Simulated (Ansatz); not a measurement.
A nudged elastic band was laid between two geometries of C2H5NSi (9 atoms, charge 0, multiplicity 1).

Theory: RKS B3LYP/6-31G in Ansatz 0.2.0.

```json
{"movable images": "5", "climbing image": "yes", "spring": "5.0 eV/Å²", "optimiser": "quadratic models (default)", "start path": "IDPP", "force threshold": "0.05 eV/Å", "iteration limit": "60", "end points": "relaxed"}
```

Image 0:

```xyz
9
Properties=species:S:1:pos:R:3
C -1.267 0.723 -0.556
Si -0.042 -0.777 -0.845
C 1.036 -0.748 0.687
N 1.598 -1.130 1.681
H -1.836 0.575 0.368
H -1.979 0.735 -1.388
H -0.759 1.690 -0.516
H 1.016 -0.273 -1.821
H 2.233 -0.794 2.390
```

Image 6:

```xyz
9
Properties=species:S:1:pos:R:3
C -1.309 0.648 -0.606
Si 0.037 -0.764 -0.755
C 1.140 -0.492 0.739
N 1.797 -0.591 1.740
H -1.862 0.552 0.334
H -2.022 0.519 -1.428
H -0.879 1.651 -0.670
H 1.022 -0.283 -1.816
H 2.077 -1.238 2.462
```

(1) What changes between the two ends?

(2) Give the energies along the band, and the barrier.

(3) What is the geometry of the highest image?

(4) What are the harmonic wavenumbers there?

Answers

(1) No bond is made or broken.

(2) The forces met the threshold. The highest image is number 2 of 0 to 6, 0.3 kcal/mol above the first end and 1.0 kcal/mol above the last; the last end lies 0.7 kcal/mol below the first. A vibrational analysis at the climbing image gives one clearly imaginary mode, 260i cm⁻¹: a first-order saddle point. Limits of this set-up: no polarisation functions.

```
image  path coordinate (Å)  energy (kcal/mol)
    0                 0.00                0.0
    1                 0.16                0.2
    2                 0.31                0.3
    3                 0.50                0.1
    4                 0.70               -0.4
    5                 0.89               -0.6
    6                 1.07               -0.7
```

(3) 
```xyz
9
Properties=species:S:1:pos:R:3
C -1.274 0.681 -0.570
Si -0.080 -0.860 -0.872
C 1.046 -0.682 0.680
N 1.661 -0.888 1.672
H -1.878 0.525 0.330
H -1.960 0.726 -1.424
H -0.753 1.639 -0.495
H 0.995 -0.266 -1.800
H 2.243 -0.875 2.480
```

(4) 260i, 118, 133, 277, 403, 454, 579, 607, 623, 722, 848, 927, 1333, 1516, 1520, 1982, 2076, 3053, 3136, 3156, 3873 cm⁻¹.

Time of the run: 3.9 min on 1 thread of Arm Neoverse V1, with other jobs on the host, peak memory 0.11 GiB.
